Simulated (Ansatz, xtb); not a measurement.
## Relative energy of two structures of C2H7Sn+

Structure I is a singlet given by its coordinates and structure II is `C[CH2][SnH2+]`, a singlet. Both are gas-phase species (loosely bound parts included), relaxed with BLYP-D3(BJ)/def2-SVP; the shapes shown needn't be the lowest conformers.

I (Å):

```xyz
10

C    -0.7079   -1.4801   -0.4847
C    -1.3542   -0.3090   -0.1854
Sn    0.4540   -0.6203    1.7989
H    -1.1234   -2.4573   -0.1869
H     0.1943   -1.4919   -1.1204
H    -2.3110   -0.3052    0.3629
H    -0.9937    0.6606   -0.5703
H     1.7164    0.2657    1.0563
H    -0.6863    0.2160    2.7666
H     0.6931   -2.2848    2.1279
```

Close contacts (Å): C1–C2 1.37, C1–Sn3 2.70, C2–Sn3 2.70, C1–H4 1.10, C1–H5 1.10, C2–H6 1.10, C2–H7 1.10, Sn3–H8 1.71, Sn3–H9 1.71, Sn3–H10 1.71.

II (Å):

```csv
atom,x (Å),y (Å),z (Å)
C,-0.4842,0.0276,-0.2611
C,-0.5515,-0.8262,1.0091
Sn,1.2966,1.2910,-0.4333
H,-0.5749,-0.2145,1.9313
H,0.2858,-1.5464,1.0815
H,1.5860,2.3346,-1.7858
H,-1.4914,-1.4158,0.9813
H,-0.4634,-0.5619,-1.2038
H,-1.3172,0.7575,-0.3621
H,2.5302,1.3213,0.7833
```

Q: Estimate E(II) − E(I) at the level CCSD(T)/def2-TZVP.

A: Calculated at CCSD(T)/def2-TZVP: E(II) − E(I) = −6.9 kcal/mol, so structure II lies lower.

The same difference at several levels:

| level | geometry | E(II) − E(I) (kcal/mol) | departure from the last row (kcal/mol) | job, with rough time for the two |
| --- | --- | --- | --- | --- |
| BLYP-D3(BJ)/def2-SVP | BLYP-D3(BJ)/def2-SVP | −7.1 | −0.2 | optimisation, 38 s |
| HF/def2-TZVP | BLYP-D3(BJ)/def2-SVP | −5.0 | +1.9 | part of the CCSD(T) run |
| MP2/def2-TZVP | BLYP-D3(BJ)/def2-SVP | −8.6 | −1.6 | part of the CCSD(T) run |
| CCSD(T)/def2-TZVP | BLYP-D3(BJ)/def2-SVP | −6.9 |  | single point, 70 s |

The levels shown agree on the order. The largest departure from CCSD(T)/def2-TZVP is that of HF/def2-TZVP, 1.9 kcal/mol. Levels run at GFN2-xTB geometries aren't shown.

With harmonic frequencies from BLYP-D3(BJ)/def2-SVP (ideal gas, rigid rotor, one conformer each, 298.15 K, 1 atm): on the last row, ΔE + ΔZPE = −4.8 kcal/mol. A mode under 50 cm⁻¹ makes harmonic enthalpies and free energies unreliable, so none is given.

The correlated steps freeze 6 core orbitals; the filled d shell of Sn is correlated, in a basis made for valence electrons. Atoms past krypton carry core potentials in the def2 sets and no spin–orbit term is included. Programs: Ansatz 0.2.0; the last row on 2 threads of Arm Neoverse V1 on a shared host.
